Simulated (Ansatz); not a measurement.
`OB(Br)Br` + H–F → `OB(F)Br` + HBr at 500 K and 1 bar (ligand exchange at a B–Br bond).

Gas-phase electronic energies from Ansatz, PBE0-D4/def2-TZVP geometries. CCSD(T)/CBS is the MP2 limit (def2-TZVPP, def2-QZVPP) plus CCSD(T) − MP2 in def2-TZVPP, frozen cores. This one scheme is used for every species. For Br outer-core shells are correlated without core-valence functions, which leaves a few kJ/mol of doubt a bond. Scalar relativity is left out up to krypton. One conformer a species, not always the lowest.

```tsv
species	CCSD(T)/CBS energy (Eh)	H − E (kJ/mol)	S (J/(mol·K))
`OB(Br)Br`	-5247.33602	84.2	358.3
H–F	-100.39570	39.4	188.7
`OB(F)Br`	-2773.83630	87.7	332.6
HBr	-2573.91920	30.5	213.7
```

H − E and S are ideal-gas, rigid-rotor, harmonic terms from PBE0-D4/def2-TZVP, for one conformer and one mirror image of each species. 1 Eh = 2625.50 kJ/mol, R = 8.31446 J/(mol·K).

Problem. By hand: ΔE, ΔH, ΔS and ΔG.

Solution. ΔE = (-2773.83630) + (-2573.91920) − (-5247.33602) − (-100.39570) = -0.02378 Eh = -62.4 kJ/mol. Δ(H − E) = 87.7 + 30.5 − 84.2 − 39.4 = -5.4, so ΔH = -67.8 kJ/mol. ΔS = 332.6 + 213.7 − 358.3 − 188.7 = -0.7 J/(mol·K). ΔG = -67.8 − 500 × (-0.7)/1000 = -67.5 kJ/mol.

Problem. By hand: the equilibrium constant, and the temperature at which ΔG would vanish if ΔH and ΔS stayed fixed.

Solution. log₁₀ K = −ΔG/(RT ln 10) = 7.1. ΔG = 0 at ΔH/ΔS = 96857 K, far beyond where these terms or the molecules hold.

The number of gas molecules stays the same, so ΔS is small and ΔH decides. A doubt of 5 kJ/mol in ΔE shifts log₁₀ K by 0.5 here. Other conformers and mirror images would add mixing entropy, several J/(mol·K) or more a flexible species. These are equilibria of isolated gas molecules and say nothing of rates. Largest T1 diagnostic: 0.010 (customary marks: 0.02 for closed shells, 0.045 for open ones).
